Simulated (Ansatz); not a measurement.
CHO₂ (SMILES O=C=[OH+]), charge +1, singlet, geometry from GFN2-xTB; PBE0/STO-3G (Ansatz, an electronic-structure program).

The Ansatz input:
Ansatz 0.2 input:
```yaml
crystal:
  periodic: [false, false, false]
  atoms:
    - {symbol: O, position_ang: [1.21306943, -0.14410509, -0.06170642]}
    - {symbol: C, position_ang: [0.10887143, -0.00061822, -0.02177577]}
    - {symbol: O, position_ang: [-1.06740096, 0.07785148, 0.11883730]}
    - {symbol: H, position_ang: [-1.81857638, 0.53373819, -0.32639241]}
basis:
  gaussian:
    orbitals: STO-3G
hamiltonian:
  xc: pbe0
total_charge: 1
scf: {lower_state_search: off}
magnetization: {spin_polarized: true}
```

**Question.** Write the output that Ansatz gives for this input, abridged.

**Answer.** 
```
Functional definition: PBE0
these checks for a lower state are left out or cut short: stability, starts, cluster_reference, orbital_swaps, neighbouring_geometries, increment
226 factors; integrals over basis functions are off by at most 4.7e-5 eV
mean field evaluation 1: about -5060.0300 eV, gradient 2.4e1 eV
mean field evaluation 2: about -5051.7857 eV, gradient 5.1e1 eV
mean field evaluation 4: about -5063.1389 eV, gradient 1.9e0 eV
mean field evaluation 8: about -5063.1313 eV, gradient 2.8e-2 eV
mean field -5063.13129044 eV, -186.0666430098 hartree, gradient 9.2e-6 eV, S^2 0.000000; 0 other end points of the search recorded, 0 dependent functions left out
reference -5063.13129859 eV, -186.0666433095 hartree; 11, 11 occupied and 5, 5 virtual orbitals, 226 factors
Total energy: -5063.13129859 eV, -186.0666433095 hartree
Checks for a lower state left out: stability, starts, cluster_reference, orbital_swaps, neighbouring_geometries, increment
```
